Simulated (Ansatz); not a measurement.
Mulliken charges of `[NH2][Nb](=[O])([OH])[F]` from PBE/def2-TZVPP in Ansatz (PBE0-D4/def2-TZVP geometry).

| atom | x (Å) | y (Å) | z (Å) | charge (e) |
| --- | --- | --- | --- | --- |
| N1 | -0.481 | 1.360 | 0.259 | -0.559 |
| Nb2 | 0.526 | -0.311 | 0.050 | 1.331 |
| O3 | 0.701 | -0.916 | 1.621 | -0.471 |
| O4 | -0.439 | -1.519 | -1.050 | -0.485 |
| F5 | 2.210 | 0.020 | -0.725 | -0.375 |
| H6 | -0.758 | 1.756 | 1.145 | 0.183 |
| H7 | -0.832 | 1.919 | -0.506 | 0.165 |
| H8 | -0.834 | -2.368 | -0.850 | 0.210 |

Question: By hand: the dipole of these point charges (1 e Å = 4.8032 D).

Answer: Σ q r = (-0.428, 0.127, -0.113) e Å, of length 0.461 e Å = 2.21 D.

Question: How does the dipole of the full density compare? (Best estimate.)

Answer: The calculation gave: (-0.559, 0.156, -0.184) e Å, 2.92 D; the point charges give 0.76 times that, at 4° from its direction.

Point charges leave out the atoms' own dipoles, such as those of lone pairs, and Mulliken's split depends on the basis, so the two needn't agree.
